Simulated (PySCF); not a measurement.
# Electron correlation in Zn (zinc, neutral)

[Ar] 3d10 4s2, closed-shell 1S. All numbers are calculated (PySCF 2.14, scalar relativity by spin-free X2C-1e, in Sapporo-DKH3-DZP-2012 (6s4p3d1f, 40 functions)). Frozen: [Ar]; 12 electrons correlated.

MP2 pair energies summed by pair of shells (mhartree):

```csv
pair,energy,share (%)
3d-3d,-390.15,86.9
3d-4s,-38.97,8.7
4s-4s,-19.66,4.4
```

Total MP2 correlation energy: -448.78 mhartree.

Same-spin part -163.07 and opposite-spin part -285.71 mhartree; SCS-MP2 scales them by 1/3 and 6/5 to -397.21 mhartree.

```
  level  correlation energy (mhartree)
   CCSD                        -412.40
    (T)                          -9.77
CCSD(T)                        -422.17
```

Diagnostics: T1 = 0.016, D1 = 0.0519, largest double amplitude 0.111.

Is a single reference adequate?

Mostly. T1 lies below 0.03, but a double amplitude of this size points to a near-degeneracy that CCSD handles and MP2 describes poorly.
